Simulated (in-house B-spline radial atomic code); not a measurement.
Values are calculated unless marked as measured or tabulated.
**Making a Troullier-Martins s channel for Cr, r_c = 2.09 bohr**

Cr, [Ar] 3d5 4s1, non-relativistic PBE, spherical and spin-unpolarised, from a B-spline radial code for spherical atoms (atomic units). The all-electron 4s level is ε = -0.143799 hartree, its outermost node lies just inside 1.15 bohr and its outer maximum at 2.79 bohr.

Inside r_c the pseudo-orbital is u(r) = r^1 exp(p(r)), with p = c0 + c2 r² + c4 r⁴ + … + c12 r¹². The seven coefficients follow from p and its first four derivatives at r_c, from zero curvature of the screened potential at the origin, c4 = −c2²/(2l + 5), and from the norm inside r_c. At r_c the all-electron orbital has P = 0.5032096, P' = 0.2468335, the screened potential V = -0.6330464, V' = 0.6827505, V'' = -1.204914, and the norm inside is Q = 0.1313474.

Task: What are p, p' and p'' at r_c?

Result: p = ln(P/r_c^1) = ln(0.5032096/2.09) = -1.42391. p' = P'/P − 1/r_c = 0.49052 − 0.47847 = 0.01205. The radial equation gives p'' = 2(V − ε) − 2(1) p'/r_c − p'² = -0.97849 − (0.01153) − 0.00015 = -0.99017. Differentiating, p''' = 2V' + 2(1)p'/r_c² − 2(1)p''/r_c − 2p'p'' = 2.3424, and p'''' = 2V'' − 4(1)p'/r_c³ + 4(1)p''/r_c² − 2(1)p'''/r_c − 2p''² − 2p'p''' = -7.5807.

For a trial c2 the five matching conditions are linear in c0, c6, c8, c10 and c12, and c2 is varied until the norm inside r_c equals Q. The root nearest zero gives:

```
 n            c_n
 0      -1.985536
 2     0.09321437
 4   -0.001737784
 6     0.05129172
 8    -0.02439127
10    0.004017579
12  -0.0002298144
```

Task: Check c4 and p(r_c), and find the screened pseudopotential at the origin.

Result: −c2²/5 = -0.00173778, as listed. The terms c_n r_c^n are -1.98554, 0.40717, -0.03316, 4.27489, -8.87983, 6.38892, -1.59637, which sum to -1.42391. Inverting the radial equation, V_l(r) = ε + 1 p'/r + (p'' + p'²)/2, so V_l(0) = ε + (2l + 3) c2 = -0.143799 + 3 × (0.0932144) = 0.1358 hartree, finite where the all-electron potential diverges.

Orbitals and screened potentials:

```csv
r (bohr),P,u,V all-electron,V pseudo
0.209,0.145,0.02881,-63.41,0.1378
0.522,-0.1881,0.07358,-14.02,0.2002
0.836,-0.2004,0.1239,-5.502,0.4261
1.15,0.01457,0.1889,-2.63,0.6625
1.463,0.2353,0.2825,-1.47,0.416
1.776,0.3992,0.4021,-0.9231,-0.4073
2.09,0.5032,0.5032,-0.633,-0.633
```

Logarithmic derivatives P'/P at R = 2.39 bohr, for energies E around ε:

```tsv
E − ε (hartree)	all-electron	pseudo
-0.5	0.793529	0.782366
-0.25	0.52875	0.52502
-0.1	0.346649	0.345916
0	0.212708	0.212707
0.1	0.0665228	0.0655203
0.25	-0.181343	-0.189553
0.5	-0.703395	-0.760101
```

Task: With P(R) = 0.5570616 and a norm of 0.216756 inside R, what slope in energy does norm conservation fix?

Result: d(P'/P)/dE = −2 × (norm inside R)/P(R)² = -1.3970 per hartree·bohr at E = ε, for both atoms, since orbital and norm agree at R. Differences over ±0.1 hartree give -1.4006 (all-electron) and -1.4020 (pseudo), which also hold third-order terms. Half a hartree below ε the two curves differ by -0.0112.
